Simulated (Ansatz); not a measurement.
C3H4AlClO3, SMILES `[OH][Al-]1([Cl])[O]C=CC=[O+]1`. The species carries charge 0 and has multiplicity 1.

```xyz
12

O    -1.170   -2.243   -0.875
Al   -0.125   -1.419    0.170
Cl    0.933   -2.480    1.653
O    -0.995   -0.020    0.939
C    -0.722    1.206    0.770
C     0.286    1.706   -0.044
C     1.105    0.860   -0.781
O     1.040   -0.406   -0.790
H    -1.311   -3.186   -0.831
H    -1.351    1.910    1.322
H     0.430    2.774   -0.114
H     1.877    1.298   -1.419
```

(1) What are the harmonic wavenumbers in cm⁻¹ at PBE0-D4/def2-TZVP (Ansatz, finite differences of forces, unscaled)? (An estimate is asked.)

(2) Is this a minimum?

(3) Give the ideal-gas thermochemistry at 298.15 K and 1 bar (rigid rotor, harmonic oscillator; point group Cs, symmetry number 1).

Answers

(1) The calculation gave: 48, 106, 158, 201, 217, 245, 314, 318, 430, 477, 495, 553, 588, 658, 807, 877, 939, 1019, 1054, 1060, 1148, 1375, 1426, 1513, 1565, 1693, 3106, 3107, 3246, 3982.

(2) Yes, all 30 modes are real.

(3) Zero-point energy 195.7 kJ/mol; H(298) − E = 221.8 kJ/mol; entropy 393.3 J/(mol·K), of which translation 171.4, rotation 122.4, vibration 99.6; G(298) − E = 104.5 kJ/mol. Modes under 100 cm⁻¹ are hindered rotations or soft bends, so the harmonic entropy is rough.
